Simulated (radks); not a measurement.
Results of a calculation; reference values are marked as such.
Problem. The mean radii <r> (bohr) of the occupied orbitals of an atom or ion are listed with their occupations. Code: a radial shooting solver on a logarithmic mesh with Libxc functionals. Model: scalar-relativistic Kohn-Sham, r2SCAN, spin-polarised, spherical densities, finite nucleus; meta-GGA in the generalised Kohn-Sham scheme; Fermi nuclear charge, rms radius of each element as measured or else 0.836 A^(1/3) + 0.57 fm.

orbital  occ.     <r>
1s up       1  0.2704
1s down     1  0.2692
2s up       1   1.551
2s down     1   1.625
2p up       2   1.727

Name the element and its charge. Open shells, if any, are filled with parallel spins first.

Solution. Z = 6, carbon, charge 0: C in [He] 2s2 2p2. The 1s radius gives Z: for a bare nucleus <r> = (2 gamma + 1)/(2Z) with gamma = sqrt(1 - (Z/c)^2), 0.2498 bohr for Z = 6, and screening makes it slightly larger (0.2704 here). The occupations add up to 6, and the charge is Z minus that.
